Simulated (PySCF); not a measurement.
## Polarisability and C₆ of Cs⁻ (caesium, charge -1)

[Xe] 6s2, closed-shell 1S. Computed with PySCF 2.14 in aug-cc-pwCVTZ-X2C (11s10p8d4f, 109 functions), with scalar relativity by spin-free X2C-1e. Coupled (time-dependent) response in atomic units; α is the mean over directions.

```csv
method,mean α (bohr³),C₆ (like pair),S(−4)
UHF,3103,161800,7531000
```

S(−4) is the Cauchy moment in α(ω) = α(0) + S(−4) ω² + …

α(iu) at UHF:

```tsv
u (hartree)	α(iu) (bohr³)
0	3103
0.0500	591.8
0.100	199.1
0.200	64.27
0.300	35.62
0.500	18.45
0.750	11.03
1.00	7.459
1.50	4.106
2.00	2.628
3.00	1.381
5.00	0.6004
```

For an ion, C₆ is the dispersion term alone; charge-induced terms of lower order in 1/R come first.

Spin-orbit coupling, which splits the p, d and f shells strongly at this Z, is absent. The outer electron is barely bound at this level, so radii and moments hang on the diffuse functions.
